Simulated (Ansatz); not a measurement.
This Ansatz (a program for electronic structure) input (PBE/aug-pcseg-1) gives -0.49921 Eh with 9 basis functions. A basis named .json is the Basis Set Exchange file of that set (core-valence sets with the plain set on hydrogen).

Ansatz 0.2 input:
```yaml
crystal:
  periodic: [false, false, false]
  atoms:
    - {symbol: H, position_ang: [0.00000000, 0.00000000, 0.00000000]}
basis:
  gaussian:
    orbitals: aug-pcseg-1.json
hamiltonian:
  xc: {name: PBE}
magnetization: {spin_polarized: true, initial_magnetization: 1}
scf: {lower_state_search: full}
```

Change:
```diff
- orbitals: aug-pcseg-1.json
+ orbitals: cc-pV_5+d_Z.json
```

Question: What does the run give now?

Answer: -0.49997 Eh (PBE/cc-pV(5+d)Z, 55 functions), a change of -0.76 mEh.
